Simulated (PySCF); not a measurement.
BClH₃NO, SMILES B(O)(Cl)N.

The structure is a stationary point at B3LYP-D3(BJ)/def2-SVP. Other conformers were not sampled.

Calculation: CAM-B3LYP/def2-TZVPD (PySCF).

The molecule is in vacuum.

| Item | Value |
|---|---|
| total energy | -617.01565 hartree |
| point group | Cs |
| highest occupied level | -9.60 eV |
| lowest empty level | 0.29 eV |
| orbital gap | 9.89 eV |
| dipole moment | 1.17 D |
| quadrupole, principal values (traceless, Buckingham form, about the centre of nuclear charge) | -5.02, -4.28, 9.31 D·Å |
| mean static polarisability | 42.1 bohr³ (6.24 Å³) |
| polarisability, principal values | 33.4, 43.7, 49.2 bohr³ |
